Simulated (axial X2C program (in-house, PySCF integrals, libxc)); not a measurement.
## Worked dissociation energy of CdB: r2SCAN, without spin–orbit coupling

Calculated with an in-house all-electron X2C program for linear molecules (integrals from PySCF). Spin-free means the one-electron spin-free X2C Hamiltonian. Basis: Cd dyall-cv3z [12s12p8d5f3g], B dyall-v3z [7s6p2d1f] (cores contracted in-house); Gaussian nuclei, density fitting, unrestricted open shells. Masses: Cd 113.903 u, B 11.009 u.

Molecular state: M_S = 1/2, Λ = 1 (beyond evenly filled blocks: π+α).

* E(Cd) (2M_S = 0, M_L = 0): -5594.044646 hartree
* E(B) (2M_S = 1, M_L = 0): -24.644917 hartree
* E(CdB) at Re: -5618.701880 hartree
* ωe: 315.3 cm⁻¹
* ωexe: 4.32 cm⁻¹

Question: Work out De and D0.

Answer: De = -5594.044646 + (-24.644917) − (-5618.701880) = 0.01232 hartree = 0.335 eV. The zero-point energy is ωe/2 − ωexe/4 = 157 cm⁻¹ = 0.019 eV, so D0 = 0.316 eV.

The state is one determinant whose occupation by symmetry is held fixed; it was picked as the lowest of a PBE0 search that is not exhaustive. Dissociation energies refer to the lowest single-determinant-based atoms at the same level and basis. PBE0 can misorder states that lie within some tenths of an eV, so this need not be the ground state of the molecule. The nearest other spin-free determinant of the search, M_S = 1/2, Λ = 0, lies 0.47 eV up at the distance of the search. The functionals have no current-density term, which raises determinants with orbital currents, atoms included. The atomic limit has a lower orbital projection than the molecule and lies lower at mean-field level, so De may be about a tenth of an eV too small.

The levels of this run spread widely (ωe from 234 to 315 cm⁻¹), so these constants depend on the method. The bond is weak, and without diffuse functions and with truncated virtuals even CCSD(T) can be tens of per cent off in De.

Each atomic determinant is the lowest at this level and need not be a pure term. Totals compare only within one Hamiltonian and basis.
